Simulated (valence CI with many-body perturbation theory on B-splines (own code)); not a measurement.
Results of a calculation; reference values are marked as such.
**Run record, Ag³³⁺**

The program does CI of the valence electrons with many-body perturbation theory for a frozen closed Dirac-Fock core.

Command, and the settings that its task file holds:

```sh
python run_cv.py task.json out
```

```
atom Ag  Z=47  mass_number=107  rms_radius_fm=4.5454
core [Ne]
valence 3s2 3p2
avg = 1
basis = S
breit = 1
cap = 10000
capref = 1200
cscale = 1
de = 0.0
dress = 0
eps = 2e-08
extrap = 1
h = 0.27
hh = 1
l2 = 3
lcore = 6
maxit = 60
n2 = 5
natural = 1
nlev = 20
nno = [3, 3, 3, 2, 1]
nroot = 26
nsp = [3, 3, 2, 1, 0]
pt2 = 1
qed = 1
rmax = 0.36
rpa = 1
s1 = 1
s2 = 1
s3 = 1
screen = 1
tol = 2e-05
whole = 1
```

Log. The first blocks belong to the next ion, which gives the ionisation energy. Fields: 2J, parity (1 odd), roots, reference size, generating configurations, candidates as configurations/state functions, variational space P, stored matrix elements, Davidson steps; e2 is the range of second-order energies in hartree. The first line gives the box (bohr), its intervals, the orbitals and the steps of their self-consistent field. Window is the range of levels sought, series limit the energy at which the first omitted orbital would enter, core excitation an estimate of the first excitation out of the core, left out the lowest levels not solved, and shifts from estimates the range by which levels moved from their first estimate, all in cm⁻¹.

```
rmax 0.4 intervals 50 orbitals 36 references ['3s2 3p2', '3d4', '3p 3d3'] scf 2 t 0.4
2J=3 par=0 roots 2 ref 40 generators 4 cand 626/1444 P 301/702 nnz 0 it 0
2J=3 par=0 roots 2 ref 40 generators 7 cand 1075/2122 P 464/1058 nnz 0 it 0
   second order: generators 12 cand 1352/2818 e2 -0.00001 -0.00001
2J=5 par=0 roots 2 ref 43 generators 3 cand 633/1646 P 274/771 nnz 0 it 0
2J=5 par=0 roots 2 ref 43 generators 5 cand 892/1976 P 427/1153 nnz 0 it 0
   second order: generators 8 cand 1235/2986 e2 -0.00001 -0.00001
```

What became of the run, and why?

It gave no result. The program said: "need at least one array to concatenate".
